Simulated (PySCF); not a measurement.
Computed shifts of a molecule CH₆F₂OSi₂, PySCF with PBE0/pcSseg-1, GIAO, gas phase, atoms alike by connectivity averaged where their shifts nearly agree, in ppm (number of nuclei): ¹³C: 64.2 (1). ²⁹Si: 3.6 (2). ¹⁹F: -237.6 (2). ¹H: 5.41 (2), 5.25 (2), 4.40 (1), -0.47 (1). References: ¹⁷O against H2O (σ = 334.2 ppm); ¹³C against TMS (σ = 186.3 ppm); ²⁹Si against TMS (σ = 352.7 ppm); ¹⁹F against CFCl3 (σ = 167.2 ppm); ¹H against TMS (σ = 31.56 ppm), references at their B3LYP-D3(BJ)/def2-TZVP geometries, non-relativistic. The structure is a stationary point at ωB97X-D3(BJ)/def2-SVP. One conformer was computed; it need not be the lowest.

Task: Which molecule gave these data?
A. F[SiH2]CO[SiH2]F
B. CO[Si](F)(F)[SiH3]
C. OC[Si](F)(F)[SiH3]
D. OC([SiH2]F)[SiH2]F

Result: D, OC([SiH2]F)[SiH2]F
